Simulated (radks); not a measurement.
Results of a calculation; reference values are marked as such.
Task: Coherent X-ray form factor from a spherical all-electron density. Code: a radial shooting solver on a logarithmic mesh with Libxc functionals. Model: non-relativistic Kohn-Sham, SCAN, spin-polarised, spherical densities, point nucleus; meta-GGA in the generalised Kohn-Sham scheme.

sin(theta)/lambda (1/angstrom)  f0 (electrons)
0.05                                    16.840
0.1                                     16.378
0.15                                    15.660
0.2                                     14.755
0.25                                    13.741
0.3                                     12.694
0.4                                     10.737
0.5                                      9.176
0.6                                      8.051
0.8                                      6.675
1                                        5.732
1.25                                     4.637
1.5                                      3.642
2                                        2.273

The species is in the configuration that NIST lists as its ground one. Which atom or ion scatters so?

Result: The titanium ion Ti5+, [Ne] 3s2 3p5. Extrapolating in s^2 from the first two rows gives f0(0) = 17.0, near the electron count 17; among species with that count, the fall with angle is slower the higher Z, and the table is that of Z = 22; from so few rows the species is fixed only to a neighbour or two.
